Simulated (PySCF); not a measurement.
How methods differ on the ionisation energy of Fe²⁺

Fe²⁺ [Ar] 3d6 (5D) → Fe³⁺ [Ar] 3d5 (6S), as a difference of total energies. Calculation: PySCF 2.14, in aug-cc-pVDZ (7s6p4d2f, 59 functions); no relativity, point nucleus. Correlated levels: valence: [Ar] frozen. The calculations carry no spin-orbit coupling.

| method | ionisation energy (eV) | difference from reference (eV) |
| --- | --- | --- |
| UHF | 28.688 | -1.963 |
| TPSS | 31.648 | +0.997 |
| r2SCAN | 31.089 | +0.438 |
| MP2 (valence) | 30.066 | -0.585 |
| SCS-MP2 (valence) | 30.110 | -0.541 |

Reference: 30.651 ± 0.012 eV (measured; NIST Atomic Spectra Database, ionization energies).

These non-relativistic numbers lack the scalar-relativistic shift.

The reference lies between the lowest fine-structure levels, while these numbers refer to the centres of the terms.

Errors of the correlated levels include the incompleteness of this basis and the frozen core.
